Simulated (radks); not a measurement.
Spherical quantum dot in the effective-mass picture: electrons in a hard-walled sphere of radius 2.47, with a point charge +1 (a donor) at the centre, all in effective atomic units (hartree* = m*/eps^2 hartree, bohr* = eps/m* bohr), one dielectric constant everywhere. Method: non-relativistic Kohn-Sham, PBEsol, spin-polarised, spherical densities; computed with a radial shooting solver with Libxc functionals. Levels are named by radial order and angular momentum (1s, 1p, 1d, 2s, ...), and open shells are averaged over m. Each electron was tried in the lowest free levels, single moves between levels near the top were tried too, and the lowest total energy was kept; such a search can miss a lower state. At N = 1 the Hartree and exchange-correlation terms need not cancel, so that row can carry a self-interaction error.

N                         open shells  2S  E (hartree*)  mu = E(N) - E(N-1) (hartree*)  addition energy mu(N+1) - mu(N) (hartree*)  e(HOMO) (hartree*)  rms radius (bohr*)
1                    1s(up 1, down 0)   1     -0.303367                       -0.30337                                      0.8105            0.014261               1.114
2                                none   0      0.203745                        0.50711                                       1.584             0.79975               1.189
3                    1p(up 1, down 0)   1       2.29440                         2.0907                                      0.5166              2.3433               1.326
4                    1p(up 2, down 0)   2       4.90165                         2.6072                                      0.5355              2.8737               1.396
5                    1p(up 3, down 0)   3       8.04444                         3.1428                                      0.7014              3.4126               1.442
6                    1p(up 3, down 1)   2       11.8886                         3.8442                                      0.5027              4.0910               1.477
7                    1p(up 3, down 2)   1       16.2354                         4.3468                                      0.5190              4.6049               1.504
8                                none   0       21.1012                         4.8658                                       1.475              5.1275               1.527
9                    1d(up 1, down 0)   1       27.4423                         6.3411                                      0.4976              6.5891               1.556
10                   1d(up 2, down 0)   2       34.2810                         6.8387                                      0.5012              7.0889               1.579
11                   1d(up 3, down 0)   3       41.6209                         7.3399                                      0.5032              7.5913               1.599
12                   1d(up 4, down 0)   4       49.4640                         7.8431                                      0.5042              8.0951               1.616
13                   1d(up 5, down 0)   5       57.8113                         8.3473                                      0.6509              8.5995               1.631
14                   1d(up 5, down 1)   4       66.8094                         8.9982                                      0.4891              9.2419               1.645
15                   1d(up 5, down 2)   3       76.2966                         9.4872                                      0.4927              9.7331               1.657
16                   1d(up 5, down 3)   2       86.2766                         9.9800                                      0.4949              10.227               1.668
17                   1d(up 5, down 4)   1       96.7515                         10.475                                      0.4962              10.723               1.678
18                               none   0       107.723                         10.971                                       1.097              11.219               1.688
19                   2s(up 1, down 0)   1       119.790                         12.068                                      0.8161              12.397               1.682
20                               none   0       132.674                         12.884                                      0.7251              13.211               1.675
21                   1f(up 1, down 0)   1       146.284                         13.609                                      0.4837              13.851               1.686
22                   1f(up 2, down 0)   2       160.376                         14.093                                      0.4844              14.335               1.696
23                   1f(up 3, down 0)   3       174.954                         14.577                                      0.4849              14.820               1.705
24                   1f(up 4, down 0)   4       190.016                         15.062                                      0.4853              15.305               1.714
25                   1f(up 5, down 0)   5       205.563                         15.547                                      0.4673              15.823               1.722
26  2s(up 1, down 0) 1f(up 7, down 0)   8       221.578                         16.015                                      0.5218              16.242               1.743
27                   1f(up 7, down 0)   7       238.114                         16.537                                      0.5993              16.863               1.736
28                   1f(up 7, down 1)   6       255.250                         17.136                                      0.4786              17.375               1.743
29                   1f(up 7, down 2)   5       272.865                         17.614                                      0.4708              17.886               1.749
30  2s(up 1, down 0) 1f(up 7, down 4)   4       290.950                         18.085                                      0.4579              18.303               1.768
31  2s(up 1, down 0) 1f(up 7, down 5)   3       309.493                         18.543                                      0.4810              18.784               1.773
32  2s(up 1, down 0) 1f(up 7, down 6)   2       328.517                         19.024                                           -              19.265               1.778

All shells are closed at N = 2, 8, 18, 20 (there: 1s2 1p6 1d10 2s2); the second difference of the energy has clear peaks (12 % above both neighbours; the first and last values, which can be the largest, are not judged, and half-filled shells can peak too) at N = 2, 5, 8, 13, 18, 27.
